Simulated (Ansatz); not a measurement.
An input meant for GeSb2 (charge 0, singlet).

```yaml
crystal:
  periodic: [false, false, false]
  atoms:
    - {symbol: Sb, position_ang: [0.507215, -1.391986, 0.435915]}
    - {symbol: Sb, position_ang: [0.711887, 1.290981, 0.459887]}
    - {symbol: Ge, position_ang: [-1.219102, 0.101004, -0.895801]}
basis:
  gaussian: {orbitals: def2-SVPD}
total_charge: 4
hamiltonian: {xc: {name: PBE0}}
correlation: {method: rpa}
scf: {lower_state_search: off}
```

```sh
$ ansatz run in.yaml --threads 2 --pin off --events-out ev --progress --plain --max-ram 4352MiB
```

Shortened log:

```
Functional definition: PBE0
1196 factors; integrals over basis functions are off by at most 2.4e-4 eV
mean field evaluation 1: about -69508.0921 eV, gradient 3.6e1 eV
mean field evaluation 2: about -69508.1517 eV, gradient 3.6e1 eV
mean field evaluation 4: about -69511.0205 eV, gradient 2.4e1 eV
mean field evaluation 8: about -69513.6920 eV, gradient 1.9e-1 eV
mean field evaluation 16: about -69513.6943 eV, gradient 8.2e-5 eV
mean field -69513.69426805 eV, -2554.5811462764 hartree, gradient 1.1e-6 eV, S^2 0.000000; 0 other end points of the search recorded, 0 dependent functions left out
17 core orbitals not correlated: weight in the atoms' cores, before any rotation towards them, 1.000 or more for the frozen orbitals, at most 0.000 for the correlated occupied ones
reference -69423.70339504 eV, -2551.2740426914 hartree; 20, 20 occupied and 65, 65 virtual orbitals, 1196 factors
Total energy: -69437.66115061 eV, -2551.7869807479 hartree
Checks for a lower state left out: stability, starts, cluster_reference, orbital_swaps, neighbouring_geometries, increment
```

**Question.** What is wrong with this run?

**Answer.** The charge is far from what the species holds (4 typed, 0 meant). The run converged. The result belongs to that input, not to the species as meant.
